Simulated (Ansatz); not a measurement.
Wavefunction ladder for CH₂FNOSn (`O=C=[N][SnH2][F]`)

```xyz
7

O     2.939   -0.645    0.187
C     1.918   -0.117   -0.003
N     0.904    0.492   -0.221
Sn   -1.075    0.203   -0.125
F    -1.323   -0.946    1.386
H    -1.783    1.689    0.258
H    -1.580   -0.676   -1.482
```

The species carries charge 0 and has multiplicity 1. Correlated methods include outer-core shells of Sn, which these sets cover unevenly. Sn takes the def2 core potential. Geometry: relaxed with PBE0-D4/def2-TZVP. It is one conformer, not always the lowest. Frozen core, restricted reference, Ansatz 0.2.0.

```tsv
basis	HF (Eh)	MP2 corr.
def2-SVP	-480.95437	-0.75484
def2-TZVPP	-481.30295	-1.13818
def2-QZVPP	-481.31785	-1.41694
```

Estimate the CCSD correlation energy and the (T) correction in each basis where they were run (hartree).


```
     basis  CCSD corr.       (T)
  def2-SVP    -0.76922  -0.02501
def2-TZVPP    -1.13344  -0.04507
```
